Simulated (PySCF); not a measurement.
Compound: C₄H₁₀OSi₂.
Geometry (PBE0-D3(BJ)/def2-SVP, Å), atoms numbered from 1 in this order:
```
atom  x, y, z in Å
Si1    2.4377   -1.0103    0.2009
O2     1.0980   -1.0497   -0.7701
Si3   -0.2545   -0.2023   -1.2436
C4    -1.8235   -0.9854   -0.5440
C5    -2.1941   -0.0233    0.5550
C6    -1.5265    1.1363    0.6617
C7    -0.4271    1.4429   -0.3229
H8     3.0509   -2.3682    0.2161
H9     3.4358   -0.0262   -0.3192
H10    2.0662   -0.6186    1.5956
H11   -0.2091   -0.0912   -2.7301
H12   -2.6272   -1.0692   -1.2977
H13   -1.6495   -2.0067   -0.1652
H14   -3.0018   -0.2720    1.2525
H15   -1.7754    1.8578    1.4478
H16    0.5020    1.7645    0.1796
H17   -0.7068    2.2732   -0.9964
```

The calculation used core-valence-separated Tamm–Dancoff BHandHLYP/aug-pcX-1 (pcseg-1 on H, def2-SVPD on Si) in PySCF, non-relativistic, gas phase, PBE0-D3(BJ)/def2-SVP geometry. No empirical shift is added; at this level the pattern usually sits a few eV under experiment.

The lowest roots of each edge with f over 0.003 (five at most, numbered afresh; weaker and dark ones are left out), with transition dipoles (au) in the frame of the coordinates:

```csv
root,edge,E (eV),f,μx,μy,μz
1,C,282.88,0.0429,0.0520,-0.0344,0.0479
2,C,282.89,0.0814,-0.0718,0.0473,-0.0659
3,C,285.28,0.0112,0.0219,0.0318,-0.0108
4,C,285.29,0.0103,0.0196,0.0247,0.0217
5,C,285.49,0.0035,-0.0030,0.0213,-0.0065
6,O,532.31,0.0045,-0.0102,-0.0110,-0.0109
7,O,533.64,0.0134,0.0100,0.0303,-0.0010
8,O,533.77,0.0240,0.0261,-0.0107,0.0322
9,O,534.19,0.0118,0.0236,-0.0048,-0.0179
10,O,534.35,0.0051,0.0134,-0.0142,-0.0036
```

Question: Molecules are fixed in this frame and the field points along (1, 0, −1)/√2. What effective strengths 3 f cos²θ do the roots have (θ between field and μ)?

Answer: root 1 (C5/C6): 0.000, root 2 (C5/C6): 0.000, root 3 (C4/C7): 0.011, root 4 (C4/C7): 0.000, root 5 (C4/C7): 0.000, root 6 (O2): 0.000, root 7 (O2): 0.002, root 8 (O2): 0.001, root 9 (O2): 0.034, root 10 (O2): 0.006. Root 9 is the strongest. Averaged over all orientations cos²θ is 1/3, which gives f back.

One conformer stands for the species.
